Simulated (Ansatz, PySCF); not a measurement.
C4H8OSi, SMILES [SiH3]C(CC=O)=C. Atoms are numbered in the order given.

```xyz
14

C      0.5085     1.7254    -0.7067
C      0.4392     0.6004     0.0232
Si     1.9136    -0.5696     0.1092
C     -0.8294     0.2494     0.7818
C     -1.6943    -0.7305     0.0063
O     -2.8640    -0.5654    -0.2229
H     -0.3302     2.4306    -0.7575
H      1.4038     1.9926    -1.2764
H      1.5296    -1.9385    -0.3492
H      3.0166    -0.0488    -0.7457
H      2.3783    -0.6902     1.5238
H     -0.5814    -0.2327     1.7470
H     -1.4425     1.1384     0.9952
H     -1.1579    -1.6464    -0.3584
```
Charge 0, spin multiplicity 1.

Geometry optimised at B3LYP-D3(BJ)/def2-SVP. This is a generated structure with no PubChem entry under its InChIKey; it may be hypothetical. One conformer was computed; it need not be the lowest.

Two levels are set side by side: PBE-D3(BJ)/def2-SVP (Ansatz, an electronic-structure program) and B3LYP-D3(BJ)/def2-SVP (Ansatz). Each level has its own optimised geometry; the coordinates shown are those of the second. Frequencies come from the Hessian of PySCF at each geometry. Differences are taken from unrounded values.

```
quantity                            B3LYP-D3(BJ)
----------------------------------  ------------
mean bond length (Å)                       1.344
bond C1–C2 (Å)                             1.343
bond C2–Si3 (Å)                            1.884
bond C2–C4 (Å)                             1.519
bond C4–C5 (Å)                             1.520
bond C5–O6 (Å)                             1.203
bond C1–H7 (Å)                             1.097
bond C1–H8 (Å)                             1.094
bond Si3–H9 (Å)                            1.494
bond Si3–H10 (Å)                           1.489
bond Si3–H11 (Å)                           1.494
bond C4–H12 (Å)                            1.107
bond C4–H13 (Å)                            1.101
bond C5–H14 (Å)                            1.122
highest harmonic wavenumber (cm⁻¹)          3210
mean harmonic wavenumber (cm⁻¹)             1271
zero-point energy (kcal/mol)               65.39
```

Task: What does PBE-D3(BJ) give, and how far is it from B3LYP-D3(BJ)? (An estimate is asked for; the answer gives what the named calculation found.)

Result: 
| quantity | PBE-D3(BJ) | PBE-D3(BJ) minus B3LYP-D3(BJ) |
|---|---|---|
| mean bond length (Å) | 1.352 | 0.009 |
| bond C1–C2 (Å) | 1.352 | 0.009 |
| bond C2–Si3 (Å) | 1.891 | 0.007 |
| bond C2–C4 (Å) | 1.518 | -0.001 |
| bond C4–C5 (Å) | 1.525 | 0.005 |
| bond C5–O6 (Å) | 1.212 | 0.009 |
| bond C1–H7 (Å) | 1.105 | 0.008 |
| bond C1–H8 (Å) | 1.102 | 0.008 |
| bond Si3–H9 (Å) | 1.507 | 0.013 |
| bond Si3–H10 (Å) | 1.503 | 0.013 |
| bond Si3–H11 (Å) | 1.507 | 0.013 |
| bond C4–H12 (Å) | 1.116 | 0.009 |
| bond C4–H13 (Å) | 1.109 | 0.008 |
| bond C5–H14 (Å) | 1.133 | 0.011 |
| highest harmonic wavenumber (cm⁻¹) | 3148 | -62 |
| mean harmonic wavenumber (cm⁻¹) | 1231 | -40 |
| zero-point energy (kcal/mol) | 63.35 | -2.05 |

GGA bonds tend to be longer and softer than those of functionals with exact exchange. Differences between two approximate levels are no errors against the true value.
